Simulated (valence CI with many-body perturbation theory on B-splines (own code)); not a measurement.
# Zr19+ in brief

Calculated by configuration interaction combined with many-body perturbation theory (CI+MBPT): three valence electrons over a frozen Dirac-Fock core [Ar], a basis of 7 s, 7 p, 8 d, 6 f, 4 g, 1 h functions for each j, with the one-electron correlation potential Σ1, the two-electron term Σ2, the three-electron term Σ3, Breit, model QED; selected CI, second order for the rest, scaled by the run's own slope (own B-spline code, finite nucleus).

No measured levels were compared; by estimate terms of the open shell hold to 2 to 4 % of their energy, and close levels can change places. Only levels of the ground parity were solved; by the run's estimate the other parity begins above the list, which can be wrong where configurations are misplaced.

Names give the largest LS component (configuration and term), which can be under half, so a name can repeat, a term be missing and a line seem to break the LS rules; names also repeat where a configuration has a term twice.

Rates and lifetimes use the calculated energies. Strong lines usually hold to 10 to 20 %, long lifetimes can be off by a factor of two.

(1) What is the ground level?

(2) What is the ionisation energy?

(3) How well does LS coupling describe the low levels?

(4) How is the term 4F of the ground level split?

## Answers

(1) 3d3 4F_3/2, composition 92 % 3d3 4F + 7 % 3d3 2D, g = 0.431.

(2) 803.6 eV; NIST lists 803 ± 4 eV (theoretical).

(3) Among the lowest 19 levels the leading LS term, summed over configurations, holds 82 % on average. For single configurations the figures are 82 % in LS and 71 % in jj coupling. Terms mix most in the J = 9/2 level at 72729 cm⁻¹, where the leading one holds 48 %.

(4) J = 3/2 at 0.0, J = 5/2 at 12196, J = 7/2 at 24332, J = 9/2 at 35089 cm⁻¹.
